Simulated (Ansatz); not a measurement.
Reactions of C2H7FInN (`C[NH][In]([CH3])[F]`).

Gas-phase electronic energies from Ansatz, PBE0-D4/def2-TZVP geometries. CCSD(T)/CBS adds triple-zeta CCSD(T) − MP2 to the extrapolated MP2 energy (def2 sets, frozen cores). This one scheme is used for every species. DFT in def2-TZVPP. Triplets are unrestricted, without spin–orbit coupling. Elements past krypton have def2 core potentials. For I, In, Se outer-core shells are correlated without core-valence functions, which leaves a few kJ/mol of doubt a bond. Scalar relativity is left out up to krypton. Each species was taken in one conformer, which may not be the lowest.

| reaction | CCSD/CBS(def2) (kcal/mol) | ωB97X-V (kcal/mol) |
| --- | --- | --- |
| `C[NH][In]([CH3])[F]` + H₂ → `C[NH][InH][F]` + CH₄ | -10.1 | -11.1 |
| `C[NH][In]([CH3])[F]` + HCl → `C[NH][In]([CH3])[Cl]` + H–F | -14.2 | -12.5 |
| `C[NH][In]([CH3])[F]` + `NC(Cl)=[Se]` → `C[NH][In]([CH3])[Cl]` + `NC(F)=[Se]` | -14.0 | -15.7 |
| `C[NH][In]([CH3])[F]` + HI → `[CH3][In]([F])[I]` + CH₃NH₂ | -33.7 | -32.9 |
| `C[NH][In]([CH3])[F]` + H–F → `C[NH][In]([F])[F]` + CH₄ | -13.3 | -15.9 |
| `C[NH][In]([CH3])[F]` + H–F → `[CH3][In]([F])[F]` + CH₃NH₂ | -11.7 | -14.5 |
| `C[NH][In]([CH3])[F]` → `[CH2]` (triplet) + `C[NH][InH][F]` | 108.4 | 111.9 |
| `C[NH][In]([CH3])[F]` + `N[Si](F)(F)[SiH3]` → `[CH3][In]([F])[SiH3]` + `CN[Si](N)(F)F` | -28.0 | -27.5 |

(1) Give the CCSD(T)/CBS values in the same order. (Best estimate.)

Largest T1 diagnostic: 0.016, for `C[NH][In]([F])[F]`.

## Answers

(1) Ansatz gave: -9.1, -14.2, -12.8, -33.1, -13.1, -11.1, 111.2, -27.1 kcal/mol.
